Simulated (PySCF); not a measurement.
PBE0-D3(BJ)/def2-SVP geometry optimisation, IEF-PCM water with PySCF 2.14 and geomeTRIC: [Co(NH3)4]2+, charge 2, multiplicity 2. Start (model start, shaken):

```
17

Co    0.0000    0.0045   -0.0041
N     1.9466   -0.0068   -0.0149
H     2.3512    0.9625   -0.0074
H     2.3410   -0.4638    0.8215
H     2.3519   -0.4851   -0.8165
N    -1.9496   -0.0202   -0.0069
H    -2.3789   -0.9617   -0.0276
H    -2.3539    0.4522    0.8202
H    -2.3480    0.4684   -0.8539
N    -0.0081    1.9593    0.0017
H    -0.0230    2.3432    0.9277
H     0.8040    2.3662   -0.4833
H    -0.8166    2.3636   -0.4799
N    -0.0017   -1.9583    0.0010
H    -0.0184   -2.3492   -0.9220
H     0.7929   -2.3375    0.4730
H    -0.8257   -2.3203    0.4826
```

```tsv
step	E − E(start) / kcal mol⁻¹	largest force / Eh bohr⁻¹
0	0.00	0.02504
1	-1.17	0.01131
2	-2.31	0.00490
3	-2.54	0.00274
4	-2.60	0.00091
5	-2.63	0.00062
6	-2.65	0.00099
7	-2.68	0.00119
8	-2.72	0.00196
9	-2.81	0.00276
10	-2.89	0.00213
11	-3.01	0.00097
12	-3.03	0.00055
13	-3.03	0.00020
```

The optimisation met its thresholds. End point:

```
17

Co   -0.0075    0.0007   -0.0050
N     1.9502   -0.0475    0.1561
H     2.4157    0.8625    0.1284
H     2.2525   -0.4804    1.0338
H     2.3930   -0.6015   -0.5825
N    -1.9662    0.0492   -0.1580
H    -2.4323   -0.8606   -0.1388
H    -2.4028    0.5938    0.5913
H    -2.2747    0.4943   -1.0273
N     0.0420    1.9652   -0.0317
H     0.4709    2.3539    0.8130
H     0.6011    2.3298   -0.8084
H    -0.8671    2.4261   -0.1122
N    -0.0571   -1.9638    0.0125
H    -0.4948   -2.3439   -0.8317
H     0.8514   -2.4278    0.0805
H    -0.6103   -2.3332    0.7910
```

Metal–donor distances, start → end: N2 1.947 → 1.965 Å, N6 1.950 → 1.965 Å, N10 1.955 → 1.965 Å, N14 1.963 → 1.965 Å.

No frequencies were computed, so the end point may be a saddle point.

The job took 7 min on one thread of AMD EPYC 7R43 64-Core Processor (shared host), with 147 basis functions and a peak of 1.5 GiB, launched as `OMP_NUM_THREADS=1 python lf_run.py task.json out`.
